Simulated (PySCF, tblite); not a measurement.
C4H12B2O2Si.
SMILES: `CB([SiH3])/C(C)=C/B(O)O`

Jobs on this species (21 atoms, 76 electrons) with PySCF (density fitting) and tblite. Hardware of each: one thread, Arm Neoverse V1 (aarch64), shared host. Times come from a shared host and carry two figures at best.

Question: Rank these jobs by wall time, shortest first.
A. PBE0/pcSseg-1; shieldings, charges and field gradients; 220 basis functions
B. GFN2-xTB; L-BFGS relaxation
C. GFN2-xTB; Hessian by finite differences

Answer: C (0.97 s), B (2.0 s), A (50 s).

All jobs:

```json
{"level and settings": "GFN2-xTB", "work": "Hessian by finite differences", "basis functions": "–", "SCF cycles": "–", "wall time": "0.97 s"}
{"level and settings": "GFN2-xTB", "work": "L-BFGS relaxation", "basis functions": "–", "SCF cycles": "–", "wall time": "2.0 s"}
{"level and settings": "PBE0/pcSseg-1", "work": "shieldings, charges and field gradients", "basis functions": "220", "SCF cycles": "14", "wall time": "50 s"}
```

Q: What do all jobs in the table cost together?

A: About 53 s; the longest takes about 94 % of that, and about 52 times as long as the shortest.
